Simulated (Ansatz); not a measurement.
Reaction (formal exchange of groups at the Se–Si bond): `CO[SiH](C)[SeH]` + `CO[SiH](C)F` → `CO[Si](C)(F)[SeH]` + `CO[SiH2]C`

Gas-phase electronic energies from Ansatz, PBE0-D4/def2-TZVP geometries. CCSD(T)/CBS adds triple-zeta CCSD(T) − MP2 to the extrapolated MP2 energy (def2 sets, frozen cores). DFT in def2-TZVPP. B3LYP here is the variant with VWN-RPA as its local correlation; programs differ in this. For Se outer-core shells are correlated without core-valence functions, which leaves a few kJ/mol of doubt a bond. Scalar relativity is left out up to krypton. One conformer a species, not always the lowest.

| level | ΔE (kcal/mol) |
| --- | --- |
| PBE | 3.9 |
| B3LYP | 4.1 |

(1) What does CCSD(T)/CBS give? (An estimate is asked.)

Largest T1 diagnostic among the species: 0.011.

## Answers

(1) The calculation gave: +3.6 kcal/mol. The listed levels differ from it by 0.3, 0.5 kcal/mol.

The D4 term adds −0.8 kcal/mol with B3LYP and −0.4 kcal/mol with PBE0; it sums over pairs of atoms, weighted by their polarisabilities, and B3LYP, whose exchange is more repulsive, gets the larger term.
